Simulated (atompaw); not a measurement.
**An all-electron radial function and its pseudo partner (cobalt)**

Columns: radius, all-electron u(r) and pseudo u(r) of the 3d shell (level -16.96 eV) of cobalt in the configuration [Ne] 3s2 3p6 3d7 4s1 4p0; PBE, scalar-relativistic, PAW (atompaw) scheme, atompaw 4.2.0.5.

| r (bohr) | all-electron | pseudo |
| --- | --- | --- |
| 0.083 | 0.0533 | 0.0027 |
| 0.165 | 0.2294 | 0.0202 |
| 0.248 | 0.4498 | 0.0646 |
| 0.331 | 0.6469 | 0.1411 |
| 0.413 | 0.7934 | 0.2460 |
| 0.496 | 0.8908 | 0.3729 |
| 0.579 | 0.9427 | 0.5061 |
| 0.662 | 0.9591 | 0.6297 |
| 0.744 | 0.9501 | 0.7283 |
| 0.827 | 0.9240 | 0.7947 |
| 0.910 | 0.8871 | 0.8244 |
| 0.992 | 0.8445 | 0.8211 |
| 1.075 | 0.7983 | 0.7931 |
| 1.158 | 0.7511 | 0.7510 |
| 1.240 | 0.7049 | 0.7050 |
| 1.323 | 0.6593 | 0.6593 |
| 1.406 | 0.6156 | 0.6156 |
| 1.488 | 0.5745 | 0.5745 |
| 1.571 | 0.5351 | 0.5351 |
| 1.654 | 0.4980 | 0.4980 |
| 1.737 | 0.4632 | 0.4632 |
| 1.819 | 0.4310 | 0.4310 |
| 1.902 | 0.4005 | 0.4005 |
| 1.985 | 0.3720 | 0.3720 |
| 2.067 | 0.3458 | 0.3458 |
| 2.150 | 0.3210 | 0.3210 |

Q: How many radial nodes do the two functions have?

A: The all-electron 3d function has n − l − 1 = 0; the pseudo-wave has 0.

Q: At about which radius was the pseudo-wave matched?

A: 1.30 bohr. The columns agree to 0.0005 from 1.16 bohr on; several derivatives are matched, so the curves merge somewhat inside the radius.

Q: Is the pseudo-wave norm-conserving?

A: No, it belongs to a PAW set: the norm inside the radius is not constrained, and the difference is carried by the augmentation charge.
